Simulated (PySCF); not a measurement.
From computed data to an observable: entropy of an ideal gas

C₂HCl₂, SMILES C(Cl)=[C]Cl, multiplicity 2.

The structure is a stationary point at B3LYP-D3(BJ)/def2-SVP. The isomer is the one that the SMILES or the coordinates give; other isomers of the formula were not compared.

B3LYP-D3(BJ)/def2-SVP run with PySCF gives the harmonic wavenumbers 133, 371, 560, 690, 744, 790, 1207, 1696, 3211 cm⁻¹ and the rotational temperatures 0.6953, 0.1050, 0.0912 K. The molar mass is 95.93 g/mol, the symmetry number 1, the spin multiplicity 2.

Work out the entropy at 298.15 K and 1 atm in the rigid-rotor, harmonic-oscillator model.


Translation (Sackur–Tetrode at 1 atm): S = R[1.5 ln M + 2.5 ln T − 1.16487] = 165.7 J/(mol K).
Rotation: q = (√π/σ) T^1.5/√(θA θB θC) = 112000, S = R[ln q + 3/2] = 109.1 J/(mol K).
Vibration: with u = 1.4388 ν/T, each mode gives R[u/(e^u − 1) − ln(1 − e^−u)]:
```tsv
ν (cm⁻¹)	modes	u	S (J/(mol K))
133	1	0.64	12.14
371	1	1.79	4.50
560	1	2.70	2.19
690	1	3.33	1.33
744	1	3.59	1.08
790	1	3.81	0.90
1207	1	5.82	0.17
1696	1	8.18	0.02
```
The stiffer modes add less than 0.005 each. Sum 22.3 J/(mol K).
Spin: R ln 2 = 5.8 J/(mol K).
Total 302.9 J/(mol K); the program's own thermochemistry gives 302.9. Translation makes up 55 % and vibration 7 %. Anharmonicity, hindered rotation and orbital degeneracy are left out.
